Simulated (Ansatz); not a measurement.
## Ansatz (development build ahead of 0.2.0) run

```yaml
crystal:
  periodic: [false, false, false]
  atoms:
    - { symbol: S, position_ang: [0.05592, 0.04634, -0.02471] }
    - { symbol: F, position_ang: [1.55333, -0.03519, -0.02197] }
    - { symbol: F, position_ang: [-1.5467, -0.03649, 0.04047] }
    - { symbol: F, position_ang: [-0.04204, 1.59637, 0.03546] }
    - { symbol: F, position_ang: [-0.04642, -1.61488, 0.00447] }
    - { symbol: F, position_ang: [0.02434, 0.03297, 1.55883] }
    - { symbol: F, position_ang: [0.04771, 0.00925, -1.64942] }
basis:
  gaussian: { orbitals: STO-3G }
hamiltonian:
  xc: hf
correlation:
  method: mp2
  frozen_orbitals: { F: 1, S: 5 }
```

The input is written out in the form of the current development build from the run's settings.

The run gave:

| Property | Result |
| --- | --- |
| Converged | yes |
| Reference energy | -980.89514 hartree |
| Correlation energy | -0.13856 hartree |
| Total energy | -981.03370 hartree |
| Spin squared of the determinant | 0.000 |
